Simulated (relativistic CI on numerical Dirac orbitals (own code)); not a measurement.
# Line list: Electric-dipole lines, Rb IX

Calculated at this level of theory: Dirac-Coulomb-Breit CI, KLI orbitals optimised for each configuration, model QED (radiative potential, 1s self-energy scaled to tabulated hydrogen-like ionisation energies), unscaled Slater integrals (own radial code, finite nucleus).

Configuration list (outside the closed core [Ar]): 3d10 4s, 3d10 4p, 3d10 4d, 3d10 4f, 3d10 5s, 3d10 5p, 3d10 5d, 3d9 4s2, 3d10 6s, 3d9 4p2, 3d8 4s 4p2, 3d10 5f, 3d10 6p, 3d10 5g, 3d10 6d, 3d9 4s 4p. Levels of other configurations are missing.

```csv
λ vac (Å),Lower,Upper,A (s⁻¹),gf,Branching (%)
101.66,3d10 4p 2P°_3/2 [3],3d9 4p2 2D_5/2 [68],9.31e+10,8.65e-01,90.4
249.65,3d10 4p 2P°_3/2 [3],3d10 5s 2S_1/2 [6],2.74e+10,5.12e-01,67.4
387.83,3d10 4p 2P°_1/2 [2],3d10 4d 2D_3/2 [4],2.25e+10,2.03e+00,84.9
404.03,3d10 4p 2P°_3/2 [3],3d10 4d 2D_5/2 [5],2.45e+10,3.59e+00,100.0
438.51,3d9 4s2 2D_5/2 [13],3d9 4s 4p 2D°_5/2 [45],5.99e+09,1.04e+00,32.9
447.53,3d9 4s2 2D_3/2 [14],3d9 4s 4p 2D°_3/2 [46],1.88e+10,2.25e+00,94.4
451.19,3d9 4s2 2D_5/2 [13],3d9 4s 4p 2F°_5/2 [43],1.33e+10,2.44e+00,74.2
451.35,3d10 4d 2D_5/2 [5],3d10 5p 2P°_3/2 [10],9.44e+09,1.15e+00,60.1
456.46,3d10 4d 2D_3/2 [4],3d10 4f 2F°_5/2 [9],2.29e+10,4.28e+00,93.4
457.61,3d10 4d 2D_3/2 [4],3d10 5p 2P°_1/2 [7],1.06e+10,6.66e-01,62.4
460.16,3d10 4d 2D_5/2 [5],3d10 4f 2F°_7/2 [8],2.40e+10,6.10e+00,100.0
463.12,3d9 4s2 2D_3/2 [14],3d9 4s 4p 2D°_5/2 [45],1.22e+10,2.36e+00,67.0
466.92,3d10 4f 2F°_7/2 [8],3d10 5g 2G_9/2 [21],2.98e+10,9.74e+00,100.0
467.10,3d10 4f 2F°_5/2 [9],3d10 5g 2G_7/2 [20],2.87e+10,7.52e+00,96.4
468.72,3d9 4s2 2D_5/2 [13],3d9 4s 4p 2F°_7/2 [42],1.66e+10,4.38e+00,100.0
471.53,3d9 4s2 2D_5/2 [13],3d9 4s 4p 2P°_3/2 [41],1.55e+10,2.06e+00,23.1
474.72,3d9 4s2 2D_3/2 [14],3d9 4s 4p 2P°_1/2 [44],1.59e+10,1.07e+00,27.3
477.29,3d9 4s2 2D_3/2 [14],3d9 4s 4p 2F°_5/2 [43],4.61e+09,9.44e-01,25.7
503.90,3d9 4s 4p 4F°_7/2 [27],3d9 4p2 4F_7/2 [53],6.47e+09,1.97e+00,43.8
510.73,3d9 4s 4p 4F°_5/2 [26],3d9 4p2 2F_5/2 [51],6.27e+09,1.47e+00,44.2
516.79,3d9 4s 4p 4P°_5/2 [24],3d9 4p2 4D_7/2 [48],7.33e+09,2.35e+00,53.6
518.45,3d9 4s 4p 4F°_9/2 [28],3d9 4p2 4F_9/2 [52],7.52e+09,3.03e+00,56.9
532.10,3d9 4s 4p 2F°_7/2 [38],3d9 4p2 2F_7/2 [62],6.18e+09,2.10e+00,53.4
550.98,3d9 4s 4p 4F°_7/2 [27],3d9 4p2 4D_5/2 [47],6.67e+09,1.82e+00,46.9
558.57,3d9 4s 4p 4F°_9/2 [28],3d9 4p2 4D_7/2 [48],5.84e+09,2.19e+00,42.7
580.34,3d10 5p 2P°_3/2 [10],3d10 6s 2S_1/2 [15],8.50e+09,8.58e-01,26.2
587.01,3d10 4s 2S_1/2 [1],3d10 4p 2P°_3/2 [3],5.55e+09,1.15e+00,100.0
631.63,3d10 4s 2S_1/2 [1],3d10 4p 2P°_1/2 [2],4.42e+09,5.29e-01,100.0
711.07,3d9 4s 4p 2D°_5/2 [45],3d9 4p2 2F_7/2 [70],4.61e+09,2.80e+00,59.5
723.93,3d9 4s 4p 2F°_7/2 [42],3d9 4p2 2G_9/2 [63],4.70e+09,3.69e+00,59.5
927.52,3d10 4f 2F°_7/2 [8],3d10 5d 2D_5/2 [12],1.64e+09,1.27e+00,21.9
929.60,3d10 5p 2P°_1/2 [7],3d10 5d 2D_3/2 [11],5.21e+09,2.70e+00,66.3
934.40,3d10 4f 2F°_5/2 [9],3d10 5d 2D_3/2 [11],1.71e+09,8.93e-01,21.7
965.50,3d10 5p 2P°_3/2 [10],3d10 5d 2D_5/2 [12],5.72e+09,4.79e+00,76.5
968.78,3d10 5d 2D_5/2 [12],3d10 6p 2P°_3/2 [19],3.75e+09,2.11e+00,27.1
984.64,3d10 5d 2D_3/2 [11],3d10 6p 2P°_1/2 [18],4.15e+09,1.21e+00,27.8
1029.0,3d10 5d 2D_3/2 [11],3d10 5f 2F°_5/2 [17],5.93e+09,5.65e+00,93.3
1037.3,3d10 5d 2D_5/2 [12],3d10 5f 2F°_7/2 [16],6.24e+09,8.06e+00,99.7
1459.7,3d10 5s 2S_1/2 [6],3d10 5p 2P°_3/2 [10],1.24e+09,1.59e+00,7.9
1567.9,3d10 5s 2S_1/2 [6],3d10 5p 2P°_1/2 [7],1.00e+09,7.39e-01,5.9
1655.7,3d10 5f 2F°_7/2 [16],3d10 6d 2D_5/2 [23],1.08e+09,2.65e+00,24.0
1667.9,3d10 5f 2F°_5/2 [17],3d10 6d 2D_3/2 [22],1.12e+09,1.86e+00,24.9
1799.4,3d10 6p 2P°_1/2 [18],3d10 6d 2D_3/2 [22],1.73e+09,3.35e+00,38.4
1866.5,3d10 6p 2P°_3/2 [19],3d10 6d 2D_5/2 [23],1.90e+09,5.96e+00,42.4
2900.0,3d10 6s 2S_1/2 [15],3d10 6p 2P°_3/2 [19],4.02e+08,2.03e+00,2.9
```

Terms are leading LS components. Brackets give the number of a level in order of energy, since labels repeat. The list gives strong lines, with weight on those to low levels, without lines whose two gauges differ by over a factor of 2.5, among the lowest 74 of 285 levels, so that lines to higher ones, which can be the strongest, are missing. Levels whose partners in the same complex of configurations lie outside the list can be far off, and so can their lines. Rates are taken at the computed energies, electric ones in the length gauge.

At this charge configurations can still be misplaced by up to about 7 % of their energy.

LS names give the leading component of a level, which can be under half, so a name can repeat, a term be missing and a line seem to break the LS rules.
